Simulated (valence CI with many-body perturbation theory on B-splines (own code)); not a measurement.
Values are calculated unless marked as measured or tabulated.
From CI to CI+MBPT in Tc XII

Level of theory: relativistic CI+MBPT: four valence electrons over a frozen Dirac-Fock core [Ar] 3d10, radial functions for each j: 11 s, 11 p, 9 d, 7 f, 5 g, 2 h, 1 i, with the one-electron correlation potential Σ1, the two-electron term Σ2, the three-electron term Σ3, Breit, model QED; selected CI, second order for the rest, scaled by the run's own slope (own B-spline code, finite nucleus).

No measured spectrum was set against this ion. As an estimate, levels hold to about 250 cm⁻¹ or 0.2 % of their energy and the worst to 1 %, as in measured heavy ions of charge 2 to 7; those with d or f electrons hold less well.

Each rung adds one term. CI alone is the Dirac-Coulomb CI over the frozen core; QED comes last and gives the full result, which names the levels. Energies are above 4s2 4p2 3P_0 on the same rung, in cm⁻¹.

Names give the largest LS component (configuration and term), which can be under half, so a name can repeat, a term be missing and a line seem to break the LS rules; names also repeat where a configuration has a term twice.

| Level | CI alone | + Σ1 | + Σ2 | + Σ3 | + Breit | Full |
| --- | --- | --- | --- | --- | --- | --- |
| 4s2 4p2 3P_1 | 21216 | 21622 | 21867 | 21898 | 21461 | 21520 |
| 4s2 4p2 3P_2 | 31839 | 32317 | 32438 | 32447 | 31928 | 31994 |
| 4s2 4p2 1D_2 | 63615 | 64495 | 64629 | 64625 | 63710 | 63825 |
| 4s2 4p2 1S_0 | 95981 | 96922 | 96459 | 96326 | 95453 | 95556 |
| 4s 4p3 5S°_2 | 217080 | 218372 | 221698 | 221880 | 221579 | 220936 |
| 4s 4p3 3D°_1 | 270806 | 272168 | 273386 | 273459 | 273198 | 272579 |
| 4s 4p3 3D°_2 | 272187 | 273616 | 275065 | 275145 | 274786 | 274176 |
| 4s 4p3 3D°_3 | 280685 | 282284 | 283876 | 283971 | 283387 | 282801 |
| 4s 4p3 3P°_0 | 308647 | 310306 | 310898 | 310890 | 310383 | 309788 |
| 4s 4p3 3P°_1 | 311839 | 313569 | 314102 | 314107 | 313502 | 312921 |
| 4s 4p3 3P°_2 | 315376 | 317162 | 317709 | 317737 | 317045 | 316488 |
| 4s 4p3 1D°_2 | 350022 | 351959 | 351052 | 351102 | 350214 | 349739 |
| 4s 4p3 3S°_1 | 368454 | 370142 | 363540 | 363438 | 363069 | 362424 |
| 4s 4p3 1P°_1 | 402946 | 405131 | 399654 | 399542 | 398643 | 398091 |
| 4s2 4p 4d 3F°_2 | 413468 | 415233 | 415266 | 415379 | 414421 | 414411 |
| 4s2 4p 4d 3F°_3 | 426099 | 428060 | 428268 | 428388 | 427153 | 427186 |
| 4s2 4p 4d 3F°_4 | 445849 | 448153 | 448670 | 448804 | 447157 | 447241 |
| 4s2 4p 4d 3P°_2 | 453672 | 455622 | 451715 | 451711 | 450665 | 450606 |
| 4s2 4p 4d 3D°_1 | 463942 | 465895 | 461627 | 461592 | 460624 | 460598 |

(1) How does the ionisation energy move along the ladder, and which term matters most?

Answers

(1) CI alone 239.25, + Σ1 240.34, + Σ2 240.21, + Σ3 240.15, + Breit 240.00, + QED 240.02 eV. The largest step is Σ1, 1.09 eV. NIST lists 239 ± 2.5 eV (theoretical).
